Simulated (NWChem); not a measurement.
## Correlation energy of arsine (H₃As)

```xyz
4

As     0.0010     0.0726     0.0000
H     -0.6465    -0.7900     1.1000
H     -0.6465    -0.7900    -1.1000
H      1.2585    -0.8174     0.0000
```
Charge 0, spin multiplicity 1.

Everything below was run with NWChem. All single points use one geometry, from PBE/def2-SVP, a minimum by its harmonic frequencies.

Basis set: 3-21G. Each correlation energy counts from its own Hartree-Fock reference.

The Hamiltonian is non-relativistic. The correlated methods keep 9 core orbitals frozen. No row is a measurement; the coupled-cluster row has its own basis-set and correlation limits.

Task: One of these methods gave a correlation energy of -62.6 mHa. Which?
A) MP2
B) CR-CCSD[T]
C) SCS-MP2

Result: A, MP2. The others give -70.4 (SCS-MP2), -85.8 (CR-CCSD[T]).
